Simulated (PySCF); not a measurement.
**Rh⁴⁰⁺: ionisation energy**

Rh⁴⁰⁺ [He] 2s2 2p1 (2P) → Rh⁴¹⁺ [He] 2s2 (1S), as a difference of total energies. Calculation: PySCF 2.14, in an even-tempered Gaussian basis (19 s from 16 bohr⁻², ratio 2.2; 12 p from 20 bohr⁻², ratio 2.2; 6 d from 79 bohr⁻², ratio 2.4; 5 f from 120 bohr⁻², ratio 2.4; 4 g from 180 bohr⁻², ratio 2.4); the spin-free X2C one-electron Hamiltonian (Gaussian nucleus). Correlated levels: nothing frozen; virtual orbitals above 40 to 60 times the deepest correlated orbital energy dropped. The calculations carry no spin-orbit coupling.

```
                 method  ionisation energy (eV)
                    UHF                  6059.9
                    LDA                  6054.7
                    PBE                  6061.1
                   PBE0                  6061.0
                 r2SCAN                  6063.0
                 PBEsol                  6057.4
                r2SCANh                  6062.8
    MP2 (all electrons)                  6059.1
SCS-MP2 (all electrons)                  6058.8
```

A first-order spin-orbit estimate (lowest level to lowest level, LS coupling) adds 105.8 eV.

For this ion Breit and QED terms and the two-electron picture change, all absent here, outweigh the differences among the correlated methods.

For comparison: 6161 ± 5 eV (semi-empirical (NIST evaluation); NIST Atomic Spectra Database, ionization energies).
